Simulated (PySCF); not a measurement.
**Correlation energy of Zn (zinc, neutral)**

[Ar] 3d10 4s2, closed-shell 1S. Calculation: PySCF 2.14, in Sapporo-DKH3-DZP-2012; the spin-free X2C one-electron Hamiltonian (Gaussian nucleus). Frozen: [Ar]; 12 electrons correlated.

MP2 pair energies summed by pair of shells (mhartree):

| pair | energy | share (%) |
| --- | --- | --- |
| 3d-3d | -390.15 | 86.9 |
| 3d-4s | -38.97 | 8.7 |
| 4s-4s | -19.66 | 4.4 |

Total MP2 correlation energy: -448.78 mhartree.

Same-spin part -163.07 and opposite-spin part -285.71 mhartree; SCS-MP2 scales them by 1/3 and 6/5 to -397.21 mhartree.

```json
{"level": "CCSD", "correlation energy (mhartree)": "-412.40"}
{"level": "(T)", "correlation energy (mhartree)": "-9.77"}
{"level": "CCSD(T)", "correlation energy (mhartree)": "-422.17"}
```

Diagnostics: T1 = 0.016, D1 = 0.0519, largest double amplitude 0.111.

Is a single reference adequate?

Mostly. T1 lies below 0.03, but a double amplitude of this size points to a near-degeneracy that CCSD handles and MP2 describes poorly.
